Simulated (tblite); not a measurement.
Species: C11H9NSi.
SMILES with atom numbers: `[cH:1]1[cH:2][cH:3][c:4]2[c:5]([cH:6]1)[SiH2:7][c:8]1[cH:9][cH:10][n:11][cH:12][c:13]1-2` (hydrogens: H14 on C1; H15 on C2; H16 on C3; H17 on C6; H18, H19 on Si7; H20 on C9; H21 on C10; H22 on C12)

Computed with GFN2-xTB (tblite), gas phase: L-BFGS steps from a force-field or distance-geometry start until the largest atomic force falls under 0.01 eV/Å.

Step 0: E = -891.5782 eV
```
atom  x, y, z in Å  |  force x, y, z in eV/Å
C1      3.3654   -0.0082    0.0437   -0.719   0.082  -0.077
C2      2.8610   -1.2428   -0.3835    0.264   0.435   0.290
C3      1.4984   -1.4793   -0.4657   -0.470   0.554   0.059
C4      0.5965   -0.4475   -0.1523    0.526  -0.154   0.212
C5      1.1066    0.7985    0.2867    0.238   0.050  -0.152
C6      2.4747    1.0272    0.3716    0.389  -0.658  -0.145
Si7    -0.2817    2.0156    0.6572    0.279   0.376   0.276
C8     -1.5120    0.6835    0.2057   -0.625  -0.061  -0.026
C9     -2.9014    0.7526    0.2081    0.202  -0.300  -0.051
C10    -3.6096   -0.3792   -0.1743    0.541  -1.245  -0.446
N11    -3.0273   -1.5444   -0.5577    0.925   1.503   0.552
C12    -1.6722   -1.5893   -0.5493   -1.366   0.138   0.034
C13    -0.8735   -0.5147   -0.1749   -0.022   0.161  -0.084
H14     4.4346    0.1531    0.1100   -0.141  -0.055  -0.021
H15     3.5592   -2.0343   -0.6253   -0.078   0.038  -0.011
H16     1.1356   -2.4483   -0.7844    0.020   0.095   0.018
H17     2.8749    1.9909    0.7010   -0.295  -0.389  -0.127
H18    -0.3486    2.3725    2.0994   -0.006  -0.010  -0.407
H19    -0.3138    3.1680   -0.2701   -0.015  -0.189   0.239
H20    -3.4319    1.6571    0.5035    0.232  -0.253  -0.095
H21    -4.6954   -0.3764   -0.1916    0.151  -0.099  -0.027
H22    -1.2499   -2.5350   -0.8587   -0.031  -0.019  -0.009
```

Step 1: E = -891.6565 eV
```
atom  x, y, z in Å  |  force x, y, z in eV/Å
C1      3.3551   -0.0070    0.0426    0.245  -0.114  -0.093
C2      2.8647   -1.2365   -0.3794   -0.231  -0.032   0.091
C3      1.4917   -1.4714   -0.4649    0.200   0.059  -0.047
C4      0.6040   -0.4497   -0.1493   -0.171   0.211   0.241
C5      1.1100    0.7992    0.2845    0.193   0.090  -0.087
C6      2.4803    1.0178    0.3696   -0.186  -0.011   0.034
Si7    -0.2778    2.0209    0.6611    0.150   0.024   0.086
C8     -1.5209    0.6827    0.2053    0.130   0.069   0.026
C9     -2.8985    0.7483    0.2074   -0.293  -0.358  -0.091
C10    -3.6019   -0.3970   -0.1806   -0.036   0.325   0.080
N11    -3.0141   -1.5229   -0.5498    0.001   0.059   0.046
C12    -1.6917   -1.5874   -0.5488    0.489   0.236   0.088
C13    -0.8738   -0.5124   -0.1761   -0.105  -0.065  -0.121
H14     4.4326    0.1523    0.1097   -0.331  -0.067  -0.029
H15     3.5581   -2.0338   -0.6255   -0.109   0.111   0.016
H16     1.1359   -2.4470   -0.7841    0.032   0.205   0.050
H17     2.8707    1.9854    0.6992   -0.229  -0.385  -0.126
H18    -0.3487    2.3723    2.0936   -0.001   0.033  -0.249
H19    -0.3140    3.1653   -0.2667   -0.007  -0.108   0.183
H20    -3.4285    1.6535    0.5021    0.194  -0.273  -0.098
H21    -4.6932   -0.3778   -0.1920    0.284  -0.184  -0.054
H22    -1.2503   -2.5353   -0.8588   -0.220   0.175   0.055
```

Question: Estimate the geometry and energy of step 2. (The exact step hangs on the optimiser's Hessian estimate; all steps are aligned on step 1, rigid shifts and turns removed.)

Answer: E = -891.6748 eV, largest force 0.295 eV/Å
```
atom  x, y, z in Å  |  force x, y, z in eV/Å
C1      3.3569   -0.0084    0.0412   -0.007  -0.036  -0.045
C2      2.8622   -1.2360   -0.3775   -0.051  -0.057   0.053
C3      1.4934   -1.4694   -0.4654   -0.039   0.123   0.006
C4      0.6028   -0.4472   -0.1456   -0.076   0.069   0.133
C5      1.1131    0.8005    0.2830   -0.055   0.072  -0.054
C6      2.4786    1.0162    0.3697    0.018  -0.133  -0.025
Si7    -0.2751    2.0221    0.6629    0.111  -0.069   0.006
C8     -1.5206    0.6835    0.2056    0.017   0.022   0.008
C9     -2.9020    0.7428    0.2060    0.052  -0.050   0.003
C10    -3.6012   -0.3953   -0.1805   -0.100   0.146   0.029
N11    -3.0121   -1.5188   -0.5480    0.074  -0.093  -0.009
C12    -1.6881   -1.5839   -0.5475    0.244   0.088   0.028
C13    -0.8753   -0.5129   -0.1780    0.099   0.183  -0.002
H14     4.4278    0.1513    0.1092   -0.146  -0.046  -0.021
H15     3.5565   -2.0322   -0.6253   -0.112   0.096   0.015
H16     1.1364   -2.4440   -0.7834    0.023   0.180   0.040
H17     2.8669    1.9793    0.6972   -0.160  -0.236  -0.077
H18    -0.3487    2.3728    2.0893   -0.002   0.054  -0.152
H19    -0.3141    3.1635   -0.2637   -0.006  -0.066   0.148
H20    -3.4254    1.6492    0.5006    0.130  -0.214  -0.076
H21    -4.6890   -0.3805   -0.1928    0.166  -0.173  -0.053
H22    -1.2534   -2.5330   -0.8581   -0.178   0.140   0.046
```

The energy changes by -0.0183 eV. The first-order estimate −F·Δx gives -0.0253 eV and the mean of the old and new forces, exact on a quadratic surface, -0.0183 eV. The step makes an angle of 22° with the force vector and moves no atom by more than 0.007 Å.

What follows is the cost of the whole relaxation. Hardware: one thread, Arm Neoverse V1 (aarch64), shared host. Cost: 0.33 s wall.
